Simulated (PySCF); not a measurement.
**Electronic structure of La+ (lanthanum, charge +1) at the MN15 level**

Configuration: [Xe] 5d2, high-spin 3F determinant. All numbers are calculated (PySCF 2.14, scalar relativity through the core potential, in def2-SVP with the def2 core potential (46 electrons)).

| Quantity | Value |
| --- | --- |
| Total energy | -31.2107 hartree |
| One-electron energy | -49.9668 hartree |
| Hartree (Coulomb) energy | 22.8292 hartree |
| Exchange-correlation energy | -4.0731 hartree |
| ⟨S²⟩ | 2.0005 |
| ⟨L²⟩ | 12.003 |
| Sum of ⟨r⟩ | 20.24 bohr |
| Sum of ⟨r²⟩ | 48.93 bohr² |
| Traceless quadrupole moment −½Σ⟨3z² − r²⟩ along its main axis | 0.0115 e·bohr² |
| Time after the integrals | 0.71 s of wall time on 1 thread of Neoverse-V2 (shared host) |

```tsv
shell	electrons	mean orbital energy (hartree)	spread (hartree)	rms radius, mean of both spins (bohr)
5s α	1	-1.75085	0	1.68
5s β	1	-1.71665	0	1.68
5p α	3	-1.07764	0	1.95
5p β	3	-1.04441	0.00003	1.95
5d α	2	-0.32362	0.00003	3.21
```

Energies and moments cover only the electrons outside the core potential. Spin-orbit coupling, absent here, splits the open shell strongly.
